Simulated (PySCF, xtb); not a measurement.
C2H6BI, SMILES CB(C)I.

GFN2-xTB (xtb) at its own geometry gives an orbital gap of 3.95 eV and a dipole moment of 4.36 D.

The structure is a stationary point at B3LYP-D3(BJ)/def2-SVP. The def2 effective core potentials stand for the cores of I; spin–orbit coupling is left out.

### Question
What does PBE/def2-TZVP (PySCF) give? (An estimate is asked for; the answer gives what the named calculation found.)

### Answer
gap 4.00 eV (levels -6.08 and -2.08 eV), dipole 1.87 D.
